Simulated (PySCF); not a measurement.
# Assigning NMR signals

Atom-mapped SMILES (the numbers label the heavy atoms): `[CH:1]#[C:2][Si:3]([F:4])([C:5]#[CH:6])[C:7]#[C:8][CH3:9]`. Hydrogens are named by the atom that carries them.

Theory: GFN2-xTB structure, GIAO PBE0/pcSseg-1 shieldings, in PySCF 2.14.0 with density-fitted response routines (non-relativistic, equivalent nuclei averaged, a single conformation, no solvent model).

Referencing at the same level of theory: ¹³C (186.93 ppm), ¹H (31.72 ppm) against TMS.

Task: Assign these signals to the numbered atoms. ¹³C{¹H} NMR (computed): δ 112.0, 100.5, 87.2, 83.0, 5.7.

Result: 
| δ (ppm) | atoms | environment | reason |
| --- | --- | --- | --- |
| 112.0 | C8 | alkyne carbon | – |
| 100.5 | C1/C6 | terminal alkyne carbon | sp carbons lie upfield of alkene carbons because the cylindrical π system leaves one tensor component strongly shielded |
| 87.2 | C2/C5 | alkyne carbon | sp carbons lie upfield of alkene carbons because the cylindrical π system leaves one tensor component strongly shielded |
| 83.0 | C7 | alkyne carbon | – |
| 5.7 | C9 | propargylic methyl carbon | a saturated carbon with 1 carbon neighbour and no heteroatom attached |

Task: Assign these signals to the numbered atoms. ¹H NMR (600 MHz, computed): δ 2.12 (s, 3H), 1.91 (s, 2H).

Result: 
2.12 → H(C9), hydrogen on a propargylic methyl carbon
1.91 → H(C1)/H(C6), hydrogen on a terminal alkyne carbon: it lies on the axis of the triple bond, in its shielding cone

Splittings by ¹⁹F in the carbon and heteronuclear signals aren't shown, as no couplings were computed. Shifts are as computed. Against solution values, carbons near 30 ppm lie about +3 ppm off and those near 130 ppm about +5 ppm. Of 1309 compounds with measured shifts, 239 miss one by over three times the rms of a fit or turn the order of signals round; such compounds aren't used in these exercises. No couplings were computed; multiplicities are counted from neighbouring protons, with m where these are inequivalent, close in shift, in a saturated or five-membered ring or joined by F or P, and br s for small geminal =CH2 splittings.
